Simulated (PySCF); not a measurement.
Bi(H)(Cl)2, SMILES [Cl][BiH][Cl] (HBiCl2) (PBE0/def2-SVP optimised geometry):

```
4

Bi    -1.185    -0.903     0.000
H     -1.284     0.903     0.000
Cl     1.284    -0.903     0.000
Cl    -1.648    -1.060     2.420
```

Computed with PySCF with PBE0/def2-TZVP, def2 effective core potentials past Kr.

Question: What are the frontier orbital energies and the dipole moment?

Answer: HOMO-2 -9.00 eV, HOMO-1 -8.85 eV, HOMO -8.15 eV, LUMO -2.29 eV, LUMO+1 -1.97 eV; dipole moment 3.98 D.

On the same geometry PBE/def2-TZVP, def2 effective core potentials past Kr (PySCF) gives HOMO-2 -7.56 eV, HOMO-1 -7.48 eV, HOMO -6.93 eV, LUMO -3.01 eV, LUMO+1 -2.68 eV; dipole moment 3.74 D.
